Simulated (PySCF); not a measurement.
C2H6F2Si, SMILES C[C@@H](F)[SiH2]F. The structure is a stationary point at PBE-D3(BJ)/def2-SVP. The structure was generated by enumeration; whether it is a known compound was not checked. The values are those of a single conformer.

Computed equilibrium geometry at PBE-D3(BJ)/def2-SVP (PySCF confirms it by a frequency run) as a Z-matrix (one conformer of several):
```
C
F 1 1.4085
H 1 1.1157 2 107.42
C 1 1.5212 3 109.87 2 119.12
H 4 1.1090 1 110.28 3 -61.41
H 4 1.1091 5 108.06 1 -121.22
H 4 1.1094 5 107.82 6 -116.91
Si 1 1.9062 3 109.58 2 -115.98
F 8 1.6406 1 109.61 3 51.99
H 8 1.5000 9 108.51 1 -119.01
H 8 1.5034 10 111.51 9 118.70
```
